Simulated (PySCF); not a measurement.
# TDDFT excited states: C7H9O2P

C₇H₉O₂P.
InChI=1S/C7H9O2P/c1-6-5-10(6,8)7-2-3-9-4-7/h2-4,6H,5H2,1H3/t6-,10+/m1/s1

The calculation used TDDFT CAM-B3LYP/def2-SVPD, vertical, gas phase, core orbitals frozen in the response (PySCF 2.14.0, density-fitted response routines). One conformer (not necessarily the lowest) at the PBE0-D3(BJ)/def2-SVP geometry, without solvent, vibrations or thermal averaging. Torsions of this conformer, `[CH3:1][C@@H:2]1[CH2:3][P@@:4]1(=[O:5])[c:6]1[cH:7][cH:8][o:9][cH:10]1`: C3–P4–C6–C7 24°.

Q: What does the calculation give for the low-lying excited states?

A: 

```tsv
state	E (eV)	E (kJ/mol)	λ (nm)	f	|μ| (D)	main configurations (H = HOMO, L = LUMO)
S1	6.04	583	205.3	0.040	1.32	H→L+1 (43%), H→L (24%)
S2	6.18	596	200.6	0.114	2.20	H→L (57%), H→L+1 (15%), H-1→L (14%)
S3	6.38	615	194.4	0.067	1.66	H-1→L (78%)
S4	6.64	641	186.8	0.119	2.17	H→L+2 (61%), H-3→L (14%), H-1→L+2 (10%)
S5	6.80	656	182.3	0.0048	0.43	H-1→L+1 (50%), H→L+1 (15%), H→L+3 (10%)
S6	6.91	667	179.4	0.0097	0.61	H-2→L (75%), H-2→L+2 (15%)
S7	7.10	685	174.7	0.0093	0.59	H→L+4 (44%)
S8	7.16	691	173.1	0.107	1.98	H-2→L+1 (38%), H→L+4 (16%)
S9	7.34	709	168.8	0.037	1.15	H-1→L+2 (33%), H→L+2 (19%), H-3→L (9%)
S10	7.41	715	167.3	0.022	0.89	H→L+5 (64%)
```

Triplets (Tamm–Dancoff): T1 4.05 eV, H-1→L (52%), H→L (34%); T2 5.03 eV, H-1→L+2 (34%), H→L+2 (21%), H-3→L (16%); T3 5.68 eV, H→L+1 (43%); T4 5.78 eV, H-1→L+2 (26%), H-1→L (24%), H→L (19%).

The lowest singlet comes at 205 nm (583 kJ/mol) in the ultraviolet; it is of moderate strength; its leading configuration is HOMO→LUMO+1 (43%). The strongest level in the table is S4 at 6.64 eV (187 nm, f = 0.119). Löwdin shares by element: HOMO carbon 28% or more, oxygen 19% or more, phosphorus 15% (atoms not listed hold the other 38%); LUMO carbon 53% or more, oxygen 18% or more (atoms not listed hold the other 29%). The listed states span 1.37 eV, and the widest gap between neighbours is 0.26 eV (S3 to S4). Of the 10 states listed, 7 reach f = 0.01 and none stays under 0.0005. The oscillator strengths of these states sum to 0.529; summed over the whole spectrum of an exact calculation they would give the number of electrons, 82 (Thomas–Reiche–Kuhn). All these states lie below the vertical ionisation energy of 8.85 eV (ΔSCF). Only the lowest 10 singlets were computed, as vertical energies without vibronic structure.

Hardware: one thread, Arm Neoverse N1 (aarch64) (shared host). Cost: 18 min of wall time, 1.4 GiB resident at most.
